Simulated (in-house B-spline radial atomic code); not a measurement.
Orbital energies and mean radii along the 9-electron series, configuration 1s2 2s2 2p1/2(2) 2p3/2(3). The effective charge is n√(-2ε), a non-relativistic measure. Computed with an all-electron radial atomic-structure program (B-spline basis): Dirac-Hartree-Fock, jj configuration that fills j = l - 1/2 first, finite nuclei.

| ion | Z | energy of 2p1/2 (Eh) | mean radius of 2p1/2 (bohr) | energy of 1s1/2 (Eh) | mean radius of 1s1/2 (bohr) | effective charge of 2p1/2 |
| --- | --- | --- | --- | --- | --- | --- |
| Gd55+ | 64 | -452.41 | 0.075472 | -2026.93 | 0.021868 | 60.16 |
| Tb56+ | 65 | -469.29 | 0.073974 | -2097.2 | 0.021468 | 61.273 |
| Dy57+ | 66 | -486.55 | 0.072519 | -2168.88 | 0.021081 | 62.389 |
| Ho58+ | 67 | -504.2 | 0.071105 | -2242.03 | 0.020703 | 63.511 |
| Er59+ | 68 | -522.24 | 0.069731 | -2316.65 | 0.020335 | 64.637 |

Q: How does the screening of 2p1/2 change?

A: Z less the effective charge goes from 3.84 at Z = 64 to 3.36 at Z = 68.
